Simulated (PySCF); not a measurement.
C$_{3}$H$_{10}$O$_{2}$Si$_{2}$ (SMILES C[Si](O)(O)/C=C/[SiH3]), singlet, at a GFN2-xTB geometry, atoms displaced at random by about 0.08 Å a coordinate; R2SCAN/STO-3G, gradient in PySCF.

PySCF was given this input:
```python
from pyscf import gto, scf, dft

mol = gto.Mole()
mol.atom = '''
    Si    3.204899   -0.354316    0.681173
    C     1.368189   -0.602986    0.482044
    C     0.712782    0.247927   -0.272085
    Si   -1.092880    0.212593   -0.176836
    C    -2.132690    0.153417    1.489115
    O    -1.677917   -1.045757   -1.222916
    O    -1.695108    1.434309   -1.102231
    H     3.631259    0.812911   -0.145356
    H     3.888264   -1.702706    0.067214
    H     3.694773   -0.262964    2.037522
    H     0.733874   -1.155306    0.879356
    H     1.103095    1.078198   -0.803013
    H    -3.276002    0.142979    1.283561
    H    -1.893865    0.985824    1.975621
    H    -1.616829   -0.591087    1.951953
    H    -1.412891   -1.975334   -0.988876
    H    -1.889653    2.371128   -0.858348
'''
mol.basis = 'sto-3g'
mol.charge = 0
mol.spin = 0
mol.verbose = 4
mol.build()

mf = dft.RKS(mol)
mf.xc = 'r2scan'
mf.kernel()
g = mf.nuc_grad_method()
grad = g.kernel()
```

What the program printed (banner, timings and long lists left out):

```
PySCF version 2.14.0

[INPUT] verbose = 4
[INPUT] num. atoms = 17
[INPUT] num. electrons = 72
[INPUT] charge = 0
[INPUT] spin (= nelec alpha-beta = 2S) = 0
[INPUT] symmetry False subgroup None
[INPUT] Mole.unit = angstrom
[INPUT] Symbol           X                Y                Z      unit          X                Y                Z       unit  Magmom
[INPUT]  1 Si     3.204899000000  -0.354316000000   0.681173000000 AA    6.056381366892  -0.669560201551   1.287230413448 Bohr   0.0
[INPUT]  2 C      1.368189000000  -0.602986000000   0.482044000000 AA    2.585502496643  -1.139478396947   0.910931139990 Bohr   0.0
[INPUT]  3 C      0.712782000000   0.247927000000  -0.272085000000 AA    1.346962766520   0.468514128885  -0.514166132602 Bohr   0.0
[INPUT]  4 Si    -1.092880000000   0.212593000000  -0.176836000000 AA   -2.065243887015   0.401742546000  -0.334171608964 Bohr   0.0
[INPUT]  5 C     -2.132690000000   0.153417000000   1.489115000000 AA   -4.030200008599   0.289916112852   2.814019517982 Bohr   0.0
[INPUT]  6 O     -1.677917000000  -1.045757000000  -1.222916000000 AA   -3.170803589752  -1.976194322847  -2.310976313349 Bohr   0.0
[INPUT]  7 O     -1.695108000000   1.434309000000  -1.102231000000 AA   -3.203289871559   2.710451187999  -2.082914716005 Bohr   0.0
[INPUT]  8 H      3.631259000000   0.812911000000  -0.145356000000 AA    6.862084997362   1.536179153646  -0.274683030562 Bohr   0.0
[INPUT]  9 H      3.888264000000  -1.702706000000   0.067214000000 AA    7.347754060006  -3.217648010654   0.127016051737 Bohr   0.0
[INPUT] 10 H      3.694773000000  -0.262964000000   2.037522000000 AA    6.982109062438  -0.496929940620   3.850358552776 Bohr   0.0
[INPUT] 11 H      0.733874000000  -1.155306000000   0.879356000000 AA    1.386820869939  -2.183211930067   1.661742005993 Bohr   0.0
[INPUT] 12 H      1.103095000000   1.078198000000  -0.803013000000 AA    2.084547439377   2.037498928054  -1.517474644465 Bohr   0.0
[INPUT] 13 H     -3.276002000000   0.142979000000   1.283561000000 AA   -6.190746563527   0.270191151564   2.425578754173 Bohr   0.0
[INPUT] 14 H     -1.893865000000   0.985824000000   1.975621000000 AA   -3.578886166899   1.862937367023   3.733382615939 Bohr   0.0
[INPUT] 15 H     -1.616829000000  -0.591087000000   1.951953000000 AA   -3.055364000254  -1.116992545791   3.688656578023 Bohr   0.0
[INPUT] 16 H     -1.412891000000  -1.975334000000  -0.988876000000 AA   -2.669977033863  -3.732840264542  -1.868704811155 Bohr   0.0
[INPUT] 17 H     -1.889653000000   2.371128000000  -0.858348000000 AA   -3.570926640463   4.480782526288  -1.622042639568 Bohr   0.0

nuclear repulsion = 440.427174260685
number of shells = 35
number of NR pGTOs = 159
number of NR cGTOs = 53
basis = sto-3g
ecp = {}

******** <class 'pyscf.dft.rks.RKS'> ********
method = RKS
initial guess = minao
damping factor = 0
level_shift factor = 0
DIIS = <class 'pyscf.scf.diis.CDIIS'>
diis_start_cycle = 1
diis_space = 8
diis_damp = 0
SCF conv_tol = 1e-09
SCF conv_tol_grad = None
SCF max_cycles = 50
direct_scf = True
direct_scf_tol = 1e-13
XC library pyscf.dft.libxc version 7.1.2
    S. Lehtola, C. Steigemann, M. J. T. Oliveira, and M. A. L. Marques,  SoftwareX 7, 1–5 (2018)
XC functionals = r2scan
    J. W. Furness, A. D. Kaplan, J. Ning, J. P. Perdew, and J. Sun,  J. Phys. Chem. Lett. 11, 8208–8215 (2020)
    J. W. Furness, A. D. Kaplan, J. Ning, J. P. Perdew, and J. Sun,  J. Phys. Chem. Lett. 11, 9248–9248 (2020)
    J. W. Furness, A. D. Kaplan, J. Ning, J. P. Perdew, and J. Sun,  J. Phys. Chem. Lett. 11, 8208–8215 (2020)
    J. W. Furness, A. D. Kaplan, J. Ning, J. P. Perdew, and J. Sun,  J. Phys. Chem. Lett. 11, 9248–9248 (2020)
radial grids:
    Treutler-Ahlrichs [JCP 102, 346 (1995); DOI:10.1063/1.469408] (M4) radial grids

becke partition: Becke, JCP 88, 2547 (1988); DOI:10.1063/1.454033
pruning grids: <function nwchem_prune>
grids dens level: 3
symmetrized grids: False
atomic radii adjust function: <function treutler_atomic_radii_adjust>
small_rho_cutoff = 0
Set gradient conv threshold to 3.16228e-05
Initial guess from minao.
tot grids = 206960
init E= -839.664473293632
  HOMO = -0.334592090680767  LUMO = -0.111912816248566  gap/eV = 6.05941
cycle= 1 E= -839.018628495593  delta_E= 0.646  |g|= 0.841  |ddm|= 4.99
  HOMO = 0.115277280427161  LUMO = 0.162275918537904  gap/eV = 1.27890
cycle= 2 E= -836.224463046462  delta_E= 2.79  |g|=  2.7  |ddm|= 4.85
  HOMO = -0.0429352144903014  LUMO = 0.162944165266009  gap/eV = 5.60226
cycle= 3 E= -839.188656188461  delta_E= -2.96  |g|= 0.491  |ddm|=  4.3
  HOMO = -0.0829148867036992  LUMO = 0.0817776003987009  gap/eV = 4.48151
cycle= 4 E= -839.278476605174  delta_E= -0.0898  |g|= 0.059  |ddm|= 0.827
  HOMO = -0.0677541908780032  LUMO = 0.0639382703999449  gap/eV = 3.58353
cycle= 5 E= -839.279430463672  delta_E= -0.000954  |g|= 0.0468  |ddm|= 0.191
  HOMO = -0.0653820065022235  LUMO = 0.0668695086917758  gap/eV = 3.59875
cycle= 6 E= -839.280198701983  delta_E= -0.000768  |g|= 0.00692  |ddm|= 0.0874
  HOMO = -0.0665855680577296  LUMO = 0.066449486281096  gap/eV = 3.62007
cycle= 7 E= -839.280213223679  delta_E= -1.45e-05  |g|= 0.00362  |ddm|= 0.0151
  HOMO = -0.0668200932685202  LUMO = 0.0663428729009673  gap/eV = 3.62355
cycle= 8 E= -839.280217052107  delta_E= -3.83e-06  |g|= 0.00124  |ddm|= 0.00583
  HOMO = -0.0667796728102843  LUMO = 0.0663006424749998  gap/eV = 3.62130
cycle= 9 E= -839.2802175508  delta_E= -4.99e-07  |g|= 0.000186  |ddm|= 0.00183
  HOMO = -0.066747069795698  LUMO = 0.0663241596675225  gap/eV = 3.62105
cycle= 10 E= -839.280217561901  delta_E= -1.11e-08  |g|= 7.85e-05  |ddm|= 0.000417
  HOMO = -0.0667338092202163  LUMO = 0.0663150653618064  gap/eV = 3.62044
cycle= 11 E= -839.280217564166  delta_E= -2.27e-09  |g|= 9.49e-06  |ddm|= 0.000147
  HOMO = -0.0667348856059662  LUMO = 0.0663146215934401  gap/eV = 3.62046
cycle= 12 E= -839.280217564198  delta_E= -3.16e-11  |g|= 1.94e-06  |ddm|= 1.87e-05
  HOMO = -0.0667351752826021  LUMO = 0.0663144066813578  gap/eV = 3.62046
Extra cycle  E= -839.280217564198  delta_E=    0  |g|= 1.85e-06  |ddm|= 6.91e-06
converged SCF energy = -839.280217564198

******** <class 'pyscf.grad.rks.Gradients'> for <class 'pyscf.dft.rks.RKS'> ********
unit = Eh/Bohr
grid_response = False
--------------- RKS gradients ---------------
         x                y                z
0 Si    -0.0324961494     0.0629566200     0.0405637436
1 C    -0.1567145921    -0.1243868023     0.0721742876
2 C     0.0253814034    -0.0172142373    -0.0056381881
3 Si     0.0763978433     0.0099197628     0.0185962554
4 C     0.0418240387     0.0134862149     0.1133025584
5 O     0.0141711255    -0.0354959363     0.0111713098
6 O     0.0057981042     0.0083647155     0.0459110191
7 H     0.0083765761     0.0156674199    -0.0142126274
8 H     0.0222919558    -0.0541919201    -0.0233168287
9 H     0.0039360461    -0.0039810280    -0.0026656775
10 H     0.1116429890     0.1446444127    -0.1085478812
11 H    -0.0237041760    -0.0198946197     0.0167282627
12 H    -0.0512837581     0.0161043357    -0.0123765287
13 H    -0.0173895109    -0.0917054521    -0.0543185095
14 H    -0.0055471308     0.0690967401    -0.0482909193
15 H    -0.0161117104     0.0130827714    -0.0188435798
16 H    -0.0044160165    -0.0062183987    -0.0260920438
----------------------------------------------
```
